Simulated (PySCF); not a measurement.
Species: C₆H₉N₂ (doublet state).
Atom-mapped SMILES: `[CH3:1][C:2]([CH3:3])/[N:4]=[CH:5]\[CH2:6][C:7]#[N:8]` (hydrogens: H9, H10, H11 on C1; H12, H13, H14 on C3; H15 on C5; H16, H17 on C6)

Geometry (GFN2-xTB, Å), atoms numbered from 1 in this order:
```
atom  x, y, z in Å
C1    -2.225   -1.045    0.550
C2    -0.951   -0.305    0.303
C3    -1.015    0.892   -0.597
N4     0.098   -0.689    0.958
C5     1.370   -0.515    0.813
C6     2.089   -0.145   -0.464
C7     2.372    1.266   -0.405
N8     2.558    2.392   -0.301
H9    -2.660   -1.376   -0.394
H10   -2.043   -1.908    1.182
H11   -2.955   -0.397    1.037
H12   -0.177    1.564   -0.424
H13   -1.943    1.437   -0.427
H14   -1.004    0.584   -1.645
H15    1.982   -0.694    1.685
H16    3.032   -0.693   -0.546
H17    1.466   -0.355   -1.337
```

The hyperfine couplings belong to this conformer and change with its torsions.

Theory: UKS B3LYP, pcH-1 on C H N, non-relativistic, mean-field spin-orbit, GIAO (PySCF). The structure is a single GFN2-xTB conformer in the gas phase; no vibrational or solvent corrections. Couplings are sensitive to structure, and on GFN2-xTB geometries they can be far from those on DFT ones. The frame is twisted about the C2–N4 bond at this geometry (dihedral C3–C2–N4–C5 = -23°); couplings at other torsion angles weren't computed. No stability test was run, so a lower SCF solution isn't excluded.

Principal values of hyperfine tensors in MHz (contact and dipolar terms together), for some of the nuclei:

```
atom  isotope      A1      A2      A3
  C5      13C   22.36   24.24  165.74
 H14       1H   67.63   69.20   75.09
 H11       1H   60.28   60.90   68.14
  C2      13C   16.29   17.90  141.39
  H9       1H   31.84   32.37   40.39
 H15       1H  -56.52  -37.16   -9.11
 H16       1H   17.30   18.01   27.45
 H13       1H   14.83   15.01   23.27
```

Question: Give the isotropic coupling of each nucleus in MHz and in mT (g = 2.0023), and the anisotropic part.

Answer: a_iso = (A1 + A2 + A3)/3, Ti = Ai − a_iso; 1 mT corresponds to 28.025 MHz.

```csv
atom,a_iso (MHz),a_iso (mT),T1,T2,T3
C5,70.78,2.526,-48.42,-46.54,94.96
H14,70.64,2.521,-3.01,-1.44,4.45
H11,63.11,2.252,-2.83,-2.21,5.03
C2,58.52,2.088,-42.23,-40.63,82.86
H9,34.87,1.244,-3.02,-2.49,5.52
H15,-34.26,-1.223,-22.26,-2.89,25.15
H16,20.92,0.746,-3.62,-2.91,6.53
H13,17.70,0.632,-2.88,-2.69,5.57
```

Question: What spin density at the nucleus of C2 lies behind its contact coupling (g_N = 1.40482)?

Answer: a_FC = 800.24 MHz bohr³ × g_N × ρ(0)/(2S). With a_FC = 58.52 MHz and 2S = 1, ρ(0) = 0.05206 bohr⁻³.

Question: C7 (13C, g_N = 1.40482) isn't in the table. Its spin density at the nucleus is 0.04758 bohr⁻³. What is its contact coupling?

Answer: By the same relation, a_FC = 53.5 MHz. Its full tensor has the principal values 49.72, 51.86, 58.87 MHz.

Question: Which nucleus of the table has the largest anisotropic coupling, and what is its form?

Answer: C5: -48.4, -46.5, 95.0 MHz, axial, in the ratio −1:−1:+2, the form that spin in one p orbital centred on that nucleus gives.

Question: What first-order splitting does H14 cause when the field lies along A1, A2 or A3 of its tensor (g taken as isotropic, no quadrupole term)?

Answer: 2 lines (I = 1/2), spaced by |A_i|/(g × 13.996): 2.41, 2.47, 2.68 mT along the axes of A1, A2 and A3.

The SMILES draws the unpaired electron on C2; the largest computed Mulliken spin population is on C5 (0.57 against 0.47).
